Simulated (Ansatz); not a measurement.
Ansatz (a program for electronic structure) input (PBE0/LANL2DZ): The .json file is the Basis Set Exchange's LANL2DZ.

Ansatz 0.2 input:
```yaml
crystal:
  periodic: [false, false, false]
  atoms:
    - {symbol: K, position_ang: [-0.00000000, -0.00000000, -2.65869666]}
    - {symbol: I, position_ang: [0.00000000, 0.00000000, 0.95311767]}
basis:
  gaussian:
    orbitals: LANL2DZ.json
hamiltonian:
  xc: {name: PBE0}
total_charge: 1
magnetization: {spin_polarized: true, initial_magnetization: 1}
output: {forces: true}
```

From the last part of the output:

```
WARN ansatz: RAYON_NUM_THREADS=1 ignored (pool sized by the plan → 1); use --threads N
Functional definition: PBE0
integrals: 0.01 GiB planned
283 factors; integrals over basis functions are off by at most 2.1e-4 eV
mean field: 0.10 GiB planned
mean field evaluation 1: about -1069.4251 eV, gradient 7.7e0 eV
mean field evaluation 2: about -1070.0580 eV, gradient 2.1e0 eV
mean field evaluation 4: about -1070.1074 eV, gradient 4.0e-2 eV
mean field evaluation 8: about -1070.1073 eV, gradient 4.7e-4 eV
mean field evaluation 16: about -1070.0794 eV, gradient 4.1e-1 eV
mean field -1070.10728809 eV, -39.3257174924 hartree, gradient 2.9e-6 eV, S^2 0.750191; 1 other end points of the search recorded, 0 dependent functions left out
the calculation of the forces begins
reference -1070.10733165 eV, -39.3257190932 hartree; 8, 7 occupied and 12, 13 virtual orbitals, 283 factors
Total energy: -1070.10733165 eV, -39.3257190932 hartree
Atom 0 at    -0.000000    -0.000000    -2.658697 Å, force     0.000000     0.000000    -0.166570 eV/Å
Atom 1 at     0.000000     0.000000     0.953118 Å, force    -0.000000    -0.000000     0.166570 eV/Å
Dipole moment:    -0.000000    -0.000000    -2.533354 e Å
```

The dipole moment of an ion depends on the origin.
